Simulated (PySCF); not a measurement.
Computed shifts of a molecule C3H9AlO, PySCF with KT2/pcSseg-1, GIAO, gas phase, atoms alike by connectivity averaged where their shifts nearly agree, in ppm (number of nuclei): ¹H: 5.36 (1), 4.82 (1), 4.71 (1), 1.59 (6). ¹³C: 73.2 (1), 32.9 (2). References: ¹H against TMS (σ = 31.47 ppm); ¹⁷O against H2O (σ = 330.4 ppm); ¹³C against TMS (σ = 185.1 ppm), references at their B3LYP-D3(BJ)/def2-TZVP geometries, non-relativistic. Geometry: PBE0-D3(BJ)/def2-SVP. The values are those of a single conformer.

Problem. Identify the compound among the candidates.
(A) CC(C)[O][AlH2]
(B) C[O][Al]([CH3])[CH3]
(C) CC[CH2][AlH][OH]
(D) C[CH2][Al]([CH3])[OH]

Solution. A, CC(C)[O][AlH2]
